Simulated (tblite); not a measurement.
Compound: C₄H₈Se₂Si.
Atom-mapped SMILES: `[CH:1]#[C:2][CH2:3][Se:4][SiH2:5][Se:6][CH3:7]` (hydrogens: H8 on C1; H9, H10 on C3; H11, H12 on Si5; H13, H14, H15 on C7)

Computed with GFN2-xTB (tblite), gas phase: L-BFGS steps from a force-field or distance-geometry start until the largest atomic force falls under 0.01 eV/Å.

Step 2: E = -562.8133 eV
```
atom  x, y, z in Å  |  force x, y, z in eV/Å
C1     -3.2556    1.0166    1.0750    0.403  -0.978  -0.762
C2     -2.8952    0.1043    0.3729   -0.763   1.368   0.767
C3     -2.4164   -0.9483   -0.4240    0.585  -0.838  -0.431
Se4    -1.0126   -1.9336    0.6665   -0.040  -0.101  -0.035
Si5     0.5986   -0.3158    0.8671    0.239  -0.460  -0.056
Se6     1.4582    0.0058   -1.2441   -0.027   0.042  -0.127
C7      3.4073   -0.2148   -1.0547   -0.562   0.511   0.293
H8     -3.5875    1.8057    1.6560   -0.190   0.416   0.338
H9     -3.1681   -1.7132   -0.6676    0.123   0.219   0.158
H10    -1.9392   -0.5952   -1.3481    0.035  -0.063   0.169
H11     1.6254   -0.8856    1.7647   -0.247   0.131  -0.287
H12     0.0003    0.8947    1.3955   -0.010   0.175   0.012
H13     3.7750    0.7071   -0.6168    0.202  -0.036   0.035
H14     3.8093   -0.3646   -2.0384    0.117  -0.031  -0.359
H15     3.5960   -1.0608   -0.4260    0.136  -0.355   0.283
```

Step 3: E = -562.8480 eV
```
atom  x, y, z in Å  |  force x, y, z in eV/Å
C1     -3.2550    1.0153    1.0739    0.011  -0.016  -0.035
C2     -2.8980    0.1098    0.3759   -0.211   0.110  -0.157
C3     -2.4057   -0.9641   -0.4297    0.212  -0.042   0.136
Se4    -1.0160   -1.9299    0.6639    0.008  -0.184   0.008
Si5     0.6035   -0.3221    0.8682    0.015  -0.190  -0.112
Se6     1.4578    0.0060   -1.2445   -0.051   0.046  -0.114
C7      3.4015   -0.2086   -1.0518   -0.267   0.053   0.079
H8     -3.5905    1.8127    1.6613   -0.049   0.080   0.086
H9     -3.1702   -1.7129   -0.6668    0.105   0.133   0.111
H10    -1.9388   -0.5937   -1.3473    0.083  -0.080   0.066
H11     1.6224   -0.8837    1.7617   -0.126   0.052  -0.181
H12    -0.0013    0.8978    1.3965    0.075   0.013  -0.053
H13     3.7762    0.7092   -0.6155    0.199  -0.004   0.050
H14     3.8123   -0.3661   -2.0465   -0.061   0.050   0.062
H15     3.5973   -1.0674   -0.4212    0.056  -0.022   0.054
```

Step 4: E = -562.8568 eV
```
atom  x, y, z in Å  |  force x, y, z in eV/Å
C1     -3.2549    1.0153    1.0734   -0.064   0.166   0.102
C2     -2.9023    0.1121    0.3729   -0.090  -0.065  -0.251
C3     -2.4024   -0.9643   -0.4275    0.170   0.010   0.163
Se4    -1.0154   -1.9341    0.6644   -0.002  -0.151   0.008
Si5     0.6037   -0.3257    0.8659   -0.054  -0.111  -0.133
Se6     1.4570    0.0069   -1.2468   -0.073   0.048  -0.098
C7      3.3962   -0.2070   -1.0499   -0.135  -0.002   0.056
H8     -3.5911    1.8135    1.6625   -0.034   0.031   0.044
H9     -3.1675   -1.7099   -0.6646    0.071   0.082   0.096
H10    -1.9374   -0.5955   -1.3457    0.105  -0.066   0.049
H11     1.6200   -0.8827    1.7583   -0.071   0.021  -0.138
H12     0.0003    0.8980    1.3955    0.090  -0.034  -0.072
H13     3.7800    0.7085   -0.6148    0.158  -0.009   0.050
H14     3.8111   -0.3651   -2.0451   -0.092   0.055   0.103
H15     3.5985   -1.0677   -0.4203    0.019   0.025   0.023
```

Q: Estimate the geometry and energy of step 5. (The exact step hangs on the optimiser's Hessian estimate; all steps are aligned on step 4, rigid shifts and turns removed.)

A: E = -562.8747 eV, largest force 0.321 eV/Å
```
atom  x, y, z in Å  |  force x, y, z in eV/Å
C1     -3.2556    1.0179    1.0734   -0.105   0.254   0.166
C2     -2.9177    0.1197    0.3602    0.136  -0.172  -0.184
C3     -2.3907   -0.9622   -0.4176    0.050   0.058   0.138
Se4    -1.0127   -1.9509    0.6669   -0.048  -0.019   0.004
Si5     0.6005   -0.3367    0.8550   -0.178   0.049  -0.165
Se6     1.4523    0.0107   -1.2558   -0.106   0.053  -0.046
C7      3.3800   -0.2029   -1.0431    0.205  -0.053   0.032
H8     -3.5933    1.8150    1.6656   -0.041   0.000  -0.003
H9     -3.1574   -1.6993   -0.6554   -0.027  -0.070   0.048
H10    -1.9303   -0.6032   -1.3395    0.172  -0.021   0.016
H11     1.6125   -0.8802    1.7456    0.061  -0.055  -0.042
H12     0.0078    0.8964    1.3900    0.097  -0.122  -0.109
H13     3.7942    0.7048   -0.6123    0.006  -0.023   0.051
H14     3.8043   -0.3604   -2.0367   -0.134   0.043   0.105
H15     3.6017   -1.0664   -0.4180   -0.089   0.079  -0.011
```

The energy changes by -0.0179 eV. The first-order estimate −F·Δx gives -0.0296 eV and the mean of the old and new forces, exact on a quadratic surface, -0.0178 eV. The step makes an angle of 29° with the force vector and moves no atom by more than 0.021 Å.

The cost below is that of the whole relaxation. On one thread of an Intel Xeon (shared host), this took 2.2 s wall.
